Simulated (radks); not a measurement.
Spherical quantum dot in the effective-mass picture: electrons in a parabolic well V = omega^2 r^2 / 2 with omega = 0.0747, all in effective atomic units (hartree* = m*/eps^2 hartree, bohr* = eps/m* bohr), one dielectric constant everywhere. Method: non-relativistic Kohn-Sham, LDA (Slater exchange, Perdew-Wang correlation), spin-polarised, spherical densities; computed with a radial shooting solver with Libxc functionals. Levels are named by radial order and angular momentum (1s, 1p, 1d, 2s, ...), and open shells are averaged over m. Each electron was tried in the lowest free levels, single moves between levels near the top were tried too, and the lowest total energy was kept; such a search can miss a lower state. At N = 1 the Hartree and exchange-correlation terms need not cancel, so that row can carry a self-interaction error.

N,open shells,2S,E (hartree*),mu = E(N) - E(N-1) (hartree*),addition energy mu(N+1) - mu(N) (hartree*),rms radius (bohr*)
1,"1s(up 1, down 0)",1,0.114241,0.11424,0.1662,4.564
2,none,0,0.394724,0.28048,0.1669,5.432
3,"1p(up 1, down 0)",1,0.842067,0.44734,0.1052,6.322
4,"1p(up 2, down 0)",2,1.39458,0.55251,0.1015,6.932
5,"1p(up 3, down 0)",3,2.04859,0.65401,0.1134,7.427
6,"1p(up 3, down 1)",2,2.81597,0.76738,0.08890,7.884
7,"1p(up 3, down 2)",1,3.67226,0.85628,0.08680,8.281
8,none,0,4.61534,0.94308,0.1136,8.640
9,"1d(up 1, down 0)",1,5.67201,1.0567,0.07867,9.010
10,"1d(up 2, down 0)",2,6.80734,1.1353,0.07705,9.343
11,"1d(up 3, down 0)",3,8.01973,1.2124,0.07545,9.648
12,"1d(up 4, down 0)",4,9.30757,1.2878,0.07391,9.932
13,"1d(up 5, down 0)",5,10.6693,1.3617,0.08471,10.20
14,"1d(up 5, down 1)",4,12.1158,1.4465,0.06952,10.46
15,"1d(up 5, down 2)",3,13.6317,1.5160,0.06852,10.70
16,"1d(up 5, down 3)",2,15.2162,1.5845,0.06750,10.93
17,"1d(up 5, down 4)",1,16.8682,1.6520,0.06649,11.15
18,none,0,18.5867,1.7185,0.07401,11.36
19,"2s(up 1, down 0)",1,20.3792,1.7925,0.07433,11.57
20,none,0,22.2460,1.8668,0.06641,11.77
21,"1f(up 1, down 0)",1,24.1793,1.9332,0.06160,11.97
22,"1f(up 2, down 0)",2,26.1741,1.9948,0.06089,12.16
23,"1f(up 3, down 0)",3,28.2299,2.0557,0.06020,12.35
24,"1f(up 4, down 0)",4,30.3458,2.1159,0.05953,12.52
25,"1f(up 5, down 0)",5,32.5212,2.1755,0.05888,12.70
26,"1f(up 6, down 0)",6,34.7556,2.2343,0.05824,12.86
27,"1f(up 7, down 0)",7,37.0482,2.2926,0.06689,13.03
28,"1f(up 7, down 1)",6,39.4076,2.3595,0.05643,13.19
29,"1f(up 7, down 2)",5,41.8235,2.4159,0.05593,13.34
30,"1f(up 7, down 3)",4,44.2953,2.4718,0.05544,13.50
31,"1f(up 7, down 4)",3,46.8226,2.5273,0.05495,13.65
32,"1f(up 7, down 5)",2,49.4048,2.5822,0.05447,13.79
33,"1f(up 7, down 6)",1,52.0415,2.6367,0.05401,13.93
34,none,0,54.7322,2.6907,0.06461,14.07
35,"2p(up 1, down 0)",1,57.4875,2.7553,0.05333,14.21
36,"2p(up 2, down 0)",2,60.2961,2.8086,0.05316,14.35
37,"2p(up 3, down 0)",3,63.1579,2.8618,-,14.48

All shells are closed at N = 2, 8, 18, 20, 34 (there: 1s2 1p6 1d10 2s2 1f14); the second difference of the energy has clear peaks (12 % above both neighbours; the first and last values, which can be the largest, are not judged, and half-filled shells can peak too) at N = 8, 13, 27, 34.
